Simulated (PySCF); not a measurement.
## Gas-phase thermal properties of Na2Cl2

Computed with PySCF (xtb for GFN2) and rigid-rotor harmonic-oscillator thermochemistry at 1 bar. The comparison is the NASA 1993 polynomial table, which mixes measured and estimated data. 6-31G* has spherical d functions here. All species are closed-shell singlets. B3LYP is the form with VWN-RPA correlation. The harmonic model lacks anharmonicity and excited electronic states, which grow with temperature; levels with a mode under 35 cm⁻¹ are left out. Soft modes under 120 cm⁻¹ make the harmonic entropy rough for Na2Cl2. The table's entry may be an old estimate for Na2Cl2 (not checked at source).

```json
[
 {"level": "table", "point group": "-", "σ": "-", "ZPE (kJ/mol)": "-", "S°298 (J/mol/K)": "325.5", "Cp298 (J/mol/K)": "78.8", "S°1000 (J/mol/K)": "424.0", "H1000 − H298 (kJ/mol)": "57.4"},
 {"level": "B3LYP/6-31G*", "point group": "D2h", "σ": "4", "ZPE (kJ/mol)": "7.4", "S°298 (J/mol/K)": "329.1", "Cp298 (J/mol/K)": "78.8", "S°1000 (J/mol/K)": "427.7", "H1000 − H298 (kJ/mol)": "57.4"},
 {"level": "GFN2-xTB", "point group": "D2h", "σ": "4", "ZPE (kJ/mol)": "6.1", "S°298 (J/mol/K)": "336.5", "Cp298 (J/mol/K)": "80.2", "S°1000 (J/mol/K)": "435.8", "H1000 − H298 (kJ/mol)": "57.7"},
 {"level": "HF/6-31G*", "point group": "D2h", "σ": "4", "ZPE (kJ/mol)": "7.4", "S°298 (J/mol/K)": "329.4", "Cp298 (J/mol/K)": "78.9", "S°1000 (J/mol/K)": "428.0", "H1000 − H298 (kJ/mol)": "57.4"},
 {"level": "PBE/def2-SVP", "point group": "D2h", "σ": "4", "ZPE (kJ/mol)": "7.7", "S°298 (J/mol/K)": "327.4", "Cp298 (J/mol/K)": "78.6", "S°1000 (J/mol/K)": "425.8", "H1000 − H298 (kJ/mol)": "57.4"},
 {"level": "PBE0/def2-TZVP", "point group": "D2h", "σ": "4", "ZPE (kJ/mol)": "7.5", "S°298 (J/mol/K)": "328.6", "Cp298 (J/mol/K)": "78.8", "S°1000 (J/mol/K)": "427.2", "H1000 − H298 (kJ/mol)": "57.4"}
]
```
σ: rotational symmetry number. Electronic degeneracy used: 1. Frequencies are unscaled.
